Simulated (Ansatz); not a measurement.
`N#C[S][GeH3]`, 7 atoms. The species carries charge 0 and has multiplicity 1. Correlated methods include outer-core shells of Ge, which these sets cover unevenly. Scalar relativity is left out up to krypton. All runs use 2 threads of an AMD EPYC 7B13 on a shared host. Correlated methods freeze the cores.

**Question.** How many basis functions does each run have, and how long does it take in Ansatz? RKS ωB97M-V/def2-TZVPP energy and forces; RKS LC-ωPBE/def2-TZVPP energy; RKS PBE0-D4/def2-SVP energy; RKS PBE0-D4/def2-QZVPP energy; RKS ωB97M-V/def2-SVP energy; RHF-MP2/def2-QZVPP energy; RKS ωB97M-V/def2-QZVPP energy; RKS PBE0-D4/def2-TZVP relaxation (5 steps); RHF-CCSD(T)/def2-TZVPP energy; RKS PBE0-D4/def2-TZVPP energy; direct RPA on PBE orbitals/def2-TZVPP energy; RHF-CCSD(T)/def2-SVP energy. (An estimate is asked.)

**Answer.** Computed: Other jobs shared the machine, so times are rough.

| level | job | functions | wall time | peak host memory (GiB) |
| --- | --- | --- | --- | --- |
| RKS PBE0-D4/def2-SVP | energy | 93 | 1.4 s | 0.2 |
| RKS LC-ωPBE/def2-TZVPP | energy | 194 | 2.5 s | 0.32 |
| RKS PBE0-D4/def2-TZVPP | energy | 194 | 3 s | 0.46 |
| direct RPA on PBE orbitals/def2-TZVPP | energy | 194 | 4.1 s | 0.42 |
| RHF-CCSD(T)/def2-SVP | energy | 93 | 4.3 s | 0.33 |
| RKS ωB97M-V/def2-SVP | energy | 93 | 4.5 s | 0.29 |
| RKS PBE0-D4/def2-QZVPP | energy | 363 | 8 s | 1.2 |
| RKS ωB97M-V/def2-TZVPP | energy and forces | 194 | 10 s | 0.62 |
| RKS ωB97M-V/def2-QZVPP | energy | 363 | 18 s | 1.2 |
| RKS PBE0-D4/def2-TZVP | relaxation (5 steps) | 165 | 19 s | 0.42 |
| RHF-MP2/def2-QZVPP | energy | 363 | 19 s | 1.6 |
| RHF-CCSD(T)/def2-TZVPP | energy | 194 | 72 s | 2.2 |

LC-ωPBE has ω = 0.4 bohr⁻¹.
